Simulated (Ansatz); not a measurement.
```yaml
crystal:
  periodic: [false, false, false]
  atoms:
    - {symbol: C, position_ang: [-1.214010, -0.748983, -1.424995]}
    - {symbol: O, position_ang: [-0.979016, -1.177277, 0.075484]}
    - {symbol: Sn, position_ang: [0.126435, 0.108905, 1.453094]}
    - {symbol: N, position_ang: [2.138827, 0.722285, 0.667193]}
    - {symbol: F, position_ang: [-0.913178, 1.991845, 1.520786]}
    - {symbol: H, position_ang: [-2.032455, 0.161105, -1.517061]}
    - {symbol: H, position_ang: [-1.649137, -1.718444, -2.033279]}
    - {symbol: H, position_ang: [-0.178399, -0.389250, -1.983145]}
    - {symbol: H, position_ang: [0.058072, -0.715050, 3.153920]}
    - {symbol: H, position_ang: [2.616063, -0.028048, -0.035241]}
    - {symbol: H, position_ang: [2.100047, 1.728848, 0.146316]}
basis:
  gaussian: {orbitals: x2c-TZVPPall, point_charges: [{charge: 1.00, position_ang: [5.218, -0.254, 0.265]}]}
hamiltonian: {xc: {name: wB97M-V}}
accuracy: high
output: {forces: true}
```

```sh
$ ansatz run in.yaml --threads 4 --pin off --events-out ev --progress --plain --max-ram 10444MiB
```

Output, abridged:

```
Functional definition: wB97M-V
4851 factors; integrals over basis functions are off by at most 1.5e-7 eV
571 factors; integrals over basis functions are off by at most 2.3e-9 eV
mean field evaluation 1: about -175445.6785 eV, gradient 7.3e1 eV
mean field evaluation 2: about -175437.0534 eV, gradient 1.0e2 eV
mean field evaluation 4: about -175456.0759 eV, gradient 6.3e0 eV
mean field evaluation 8: about -175456.2200 eV, gradient 5.1e-1 eV
mean field evaluation 16: about -175456.2208 eV, gradient 8.1e-4 eV
mean field evaluation 32: about -175456.2208 eV, gradient 3.3e-8 eV
mean field -175456.22075956 eV, -6447.8971844159 hartree, gradient 3.3e-8 eV, S^2 0.000000; 0 other end points of the search recorded, 0 dependent functions left out
reference -175456.22076535 eV, -6447.8971846288 hartree; 43, 43 occupied and 225, 225 virtual orbitals, 4851 factors
Total energy: -175456.22076535 eV, -6447.8971846288 hartree
Relativity: scalar
Atom 0 at    -1.214010    -0.748983    -1.424995 Å, force    -0.053455     0.324731    -0.398358 eV/Å
Atom 1 at    -0.979016    -1.177277     0.075484 Å, force     1.150648     2.502196    -1.325745 eV/Å
Atom 2 at     0.126435     0.108905     1.453094 Å, force    -1.785083     0.830530    -1.332900 eV/Å
Atom 3 at     2.138827     0.722285     0.667193 Å, force     0.370106     0.204028    -2.209909 eV/Å
Atom 4 at    -0.913178     1.991845     1.520786 Å, force     1.865670    -2.992948    -0.132539 eV/Å
Atom 5 at    -2.032455     0.161105    -1.517061 Å, force     2.207602    -2.443205     0.485858 eV/Å
Atom 6 at    -1.649137    -1.718444    -2.033279 Å, force     1.206472     2.448954     1.938073 eV/Å
Atom 7 at    -0.178399    -0.389250    -1.983145 Å, force    -2.629288    -0.979484     1.632689 eV/Å
Atom 8 at     0.058072    -0.715050     3.153920 Å, force     0.213974     0.970604    -1.947628 eV/Å
Atom 9 at     2.616063    -0.028048    -0.035241 Å, force    -2.218783     2.355838     1.702197 eV/Å
Atom 10 at     2.100047     1.728848     0.146316 Å, force    -0.121756    -3.395847     1.415660 eV/Å
Dipole moment:    -0.127965    -0.342819    -0.142591 e Å
```

Run time 43 s (4 threads of an Intel Xeon 6975P-C on a shared host); peak host memory 2.8 GiB.
